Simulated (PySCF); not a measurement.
Compound: C6H10O.
Atom-mapped SMILES: `[CH2:1]1[CH2:2][CH2:3][C@H:4]2[O:5][C@H:6]2[CH2:7]1` (hydrogens: H8, H9 on C1; H10, H11 on C2; H12, H13 on C3; H14 on C4; H15 on C6; H16, H17 on C7)

Cartesian coordinates in Å at the PBE0-D3(BJ)/def2-SVP level; atoms count from 1:
```
atom  x, y, z in Å
C1    -0.8372   -1.1677   -0.2381
C2     0.5828   -1.2534    0.3085
C3     1.4666   -0.1088   -0.1869
C4     0.7577    1.2266   -0.2174
O5    -0.1264    1.4350   -1.3070
C6    -0.6957    1.3304   -0.0197
C7    -1.5273    0.1036    0.2455
H8    -1.4210   -2.0477    0.0735
H9    -0.8140   -1.1714   -1.3403
H10    0.5364   -1.2263    1.4119
H11    1.0423   -2.2187    0.0437
H12    1.8193   -0.3130   -1.2122
H13    2.3686   -0.0270    0.4400
H14    1.3728    2.1056    0.0218
H15   -1.0991    2.2742    0.3760
H16   -2.5118    0.2241   -0.2372
H17   -1.7154    0.0450    1.3322
```

Linear response at CAM-B3LYP/def2-SVPD (PySCF, frozen core in the response, non-relativistic).

Static isotropic polarisability: 69.29 au (10.27 Å³), principal values 61.7, 70.8, 75.4 au.

Question: What is the polarisability at 1064 nm and at the sodium D line?

Answer: 69.72 au at 1064 nm (+0.6 %), 70.73 au at 589.3 nm (+2.1 %). The rise at 589.3 nm is 3.33 times that at 1064 nm; a pure ω² law gives 3.26. The lowest singlet lies at 162 nm, shorter than both wavelengths.

Question: What is the isotropic C6 coefficient between two such molecules, C6 = (3/π)∫α(iω)² dω?

Answer: 2217 au (Eh·bohr⁶) by a ten-point quadrature over imaginary frequencies, which is 1320 eV·Å⁶ or 128 J·nm⁶/mol.

Question: Which effective excitation energy ω̄ makes London's formula C6 = (3/4)α²ω̄ exact here?

Answer: ω̄ = 4·C6/(3α²) = 0.616 Eh = 16.8 eV. A one-pole form α(ω) = α/(1 − ω²/ω̄²) fitted to the 1064 nm value gives 14.8 eV. London's choice of the ionisation energy (9.95 eV, ΔSCF at the same level) gives C6 = 1320 au, 41 % too low.

Question: How many electrons N does the Slater–Kirkwood formula C6 = (3/4)·√N·α^(3/2) need to give this C6?

Answer: N = (4·C6/3)²/α³ = 26.3; the species has 54 electrons in all.

Question: How anisotropic is the static polarisability, by Δα² = ½[(α1 − α2)² + (α2 − α3)² + (α3 − α1)²]?

Answer: Δα = 12.0 au, or 0.17 of the isotropic value.

Question: What three-body coefficient follows from the one-pole estimate C9 = (3/4)·α·C6?

Answer: 115000 au. This is an estimate from the two numbers above, not a computed integral.

Question: What molar refraction at the D line follows from R = (4π/3)·N_A·α′, with α′ the polarisability volume?

Answer: α′ = 10.48 Å³ gives R = 26.44 cm³/mol, for isolated, non-vibrating species.

Question: What n − 1 at the D line would an ideal gas of it have at 273.15 K and 1 atm (2.6868 × 10¹⁹ cm⁻³), by n − 1 = 2π·N·α′?

Answer: 17.69 × 10⁻⁴, a formal value whether or not that pressure can be reached.

Question: What does −C6/R⁶ come to at R = 10 Å between centres?

Answer: -130 J/mol. This is the leading, orientation-averaged term; C8 and higher terms are left out.

One conformer stands for the species.
